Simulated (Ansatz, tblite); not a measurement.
Forces on the cluster Te₃Pt₂ at its PBE-D4/def2-SVP geometry. Charge 0, multiplicity 1.

In the def2 sets Pt, Te take a core potential; there is no spin–orbit coupling. The xTB rows come from tblite. The restricted singlet is unstable towards broken spin symmetry in Hartree–Fock (as tested in another run); at PBE-D4/def2-TZVP this wasn't settled. At PBE-D4/def2-TZVP an occupied level lies above an empty one. The structure comes from a short search, and lower isomers may exist.

GFN1-xTB (tblite), largest force 1.99 eV/Å:

```xyz
5
positions Å, forces eV/Å
Pt   -1.138   -1.645   -0.695    1.082    1.554    0.624
Pt    0.351    0.478    0.122   -0.917   -1.182   -0.117
Te    1.613    2.375    1.122   -0.225   -0.355   -0.230
Te    0.356   -0.315   -2.289   -0.166   -0.109    0.294
Te   -1.182   -0.892    1.740    0.227    0.092   -0.571
```

GFN2-xTB (tblite), largest force 0.71 eV/Å:

```
Pt 0.361 0.518 0.192
Pt -0.094 0.008 0.366
Te -0.298 -0.455 -0.255
Te -0.231 -0.178 0.345
Te 0.262 0.107 -0.649
```

PBE-D4/def2-TZVP (Ansatz), largest force 0.70 eV/Å:

```
Pt 0.333 0.467 0.157
Pt -0.041 -0.067 -0.038
Te -0.231 -0.344 -0.179
Te -0.256 -0.107 0.638
Te 0.195 0.051 -0.579
```
